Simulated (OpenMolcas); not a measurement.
Computed levels of 2s2 2p in ions with 5 electrons, in cm-1 above 2P* 1/2.

| Property | Result |
| --- | --- |
| Program | OpenMolcas |
| Method | SS-RASPT2, IPEA 0.25 Eh, imaginary shift 0.1 Eh |
| Basis | ANO-RCC-VTZP |
| Scalar Hamiltonian | DKH2, point nucleus |
| Spin-orbit coupling | state interaction with AMFI integrals over the reference wave functions, term energies averaged over their components |

Active space for each ion: 3 electrons in 9 orbitals (RAS2 2s 2p; RAS3 3d, at most 2 electrons); closed shells correlated by CASPT2: 1s.

```json
{"Level": "2P* 3/2", "B": "14.5", "C+": "56.0", "N2+": "156", "F4+": "700", "Ne5+": "1232"}
```

**Question.** Estimate 2P* 3/2 for O3+ from its neighbours N2+ and F4+.

**Answer.** 2P* 3/2 is fine structure, which grows about as the fourth power of a screened charge, so the fourth roots are averaged: ((156^0.25 + 700^0.25) / 2)^4 = 354. The calculation gives 358, so the estimate is off by -1.1 %; the measured value is 386 (Moore, Selected Tables of Atomic Spectra, NSRDS-NBS 3, section 10).

CASPT2 does not keep the components of a term degenerate, so their means are used; among the terms shown or strongly mixed into the levels shown the widest spread is 10 cm-1 (2s2 2p 2P*, B). Active for correlation alone: 3d; no level in the range computed is led by a configuration that fills it, so any true level of that kind is missing. Computed and measured levels are paired by configuration, term and J; levels that our copy of the source lacks, or whose pairing is in doubt (as where it misses far off the trend of its configuration), stay unpaired and out of the deviations. Only configurations of the active space appear.

* marks odd parity.
